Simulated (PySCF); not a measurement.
Ionisation energy of Au²⁺ by level of theory

Au²⁺ [Xe] 4f14 5d9 (2D) → Au³⁺ [Xe] 4f14 5d8 (3F), as a difference of total energies. Calculation: PySCF 2.14, in def2-QZVPPD with the def2 core potential (60 electrons) (7s5p4d4f2g, 88 functions); scalar relativity through the core potential. Correlated levels: valence: 5s2 5p6 frozen; valence and next inner shell: nothing frozen outside the core potential. The calculations carry no spin-orbit coupling.

Q: Order these methods by the ionisation energy they give, lowest first.
A. PBE
B. SCS-MP2 (valence)
C. BHandHLYP
D. r2SCAN

A: C (32.477 eV), D (32.538 eV), B (32.590 eV), A (32.902 eV).

The reference lies between the lowest fine-structure levels, while these numbers refer to the centres of the terms.

Errors of the correlated levels include the incompleteness of this basis and the frozen core.

For comparison: 30 ± 1.6 eV (theoretical estimate listed by NIST; NIST Atomic Spectra Database, ionization energies).
